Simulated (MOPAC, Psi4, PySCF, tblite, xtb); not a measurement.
Dimer F4Si ··· Cl- (SMILES F[Si](F)(F)F and [Cl-]) (charge -1) at R = 3.18 Å between the centres of mass, closest contact 3.04 Å (lowest of the rigid-body minima from ten starts at GFN2-xTB). Geometry in Å and degrees:

```
Si
F 1 1.5671
F 1 1.5672 2 109.47
F 1 1.5673 2 109.43 3 119.98
F 1 1.5673 2 109.48 4 120.01
Cl 4 3.0421 1 80.41 2 -179.99
```

Methods: GFN2-xTB (tblite); SAPT0/jun-cc-pVDZ, frozen core (Psi4); B3LYP/def2-TZVPD, counterpoise-corrected (Psi4); B3LYP-D3(BJ)/def2-TZVPD, counterpoise-corrected (Psi4); PBE/def2-TZVPD, counterpoise-corrected (Psi4); PBE-D3(BJ)/def2-TZVPD, counterpoise-corrected (Psi4); HF/aug-cc-pVDZ, counterpoise-corrected (Psi4); MP2/aug-cc-pVDZ = DF-MP2/aug-cc-pVDZ, frozen core, counterpoise-corrected (Psi4); SCS-MP2/aug-cc-pVDZ = DF-SCS-MP2/aug-cc-pVDZ, frozen core, counterpoise-corrected run with Psi4; AM1, restricted, heats of formation (MOPAC); PM3, restricted, heats of formation (MOPAC); GFN1-xTB (xtb); RKS-B3LYP/6-31G* = restricted B3LYP/6-31G*, spherical d, no counterpoise correction (PySCF); RHF/LANL2DZ = restricted Hartree-Fock/LANL2DZ, with its core potentials past Ne, no counterpoise correction (PySCF); RKS-LDA (SVWN5)/6-31G* = restricted LDA (SVWN5)/6-31G*, spherical d, no counterpoise correction in PySCF 2.14.0; RMP2/6-31G* = restricted MP2 (frozen core)/6-31G*, spherical d, no counterpoise correction (PySCF).

Problem. What interaction energy does each level give?

Solution. 
```csv
method,E_int / kcal/mol
RKS-LDA (SVWN5)/6-31G*,-13.64
RHF/LANL2DZ,-11.59
RKS-B3LYP/6-31G*,-7.28
PBE-D3(BJ)/def2-TZVPD,-6.70
B3LYP-D3(BJ)/def2-TZVPD,-6.14
RMP2/6-31G*,-5.88
PBE/def2-TZVPD,-5.58
AM1,-5.50
SAPT0/jun-cc-pVDZ,-4.39
B3LYP/def2-TZVPD,-4.02
MP2/aug-cc-pVDZ,-3.93
SCS-MP2/aug-cc-pVDZ,-3.05
GFN2-xTB,-2.87
PM3,-2.39
HF/aug-cc-pVDZ,-1.34
GFN1-xTB,-0.38
```
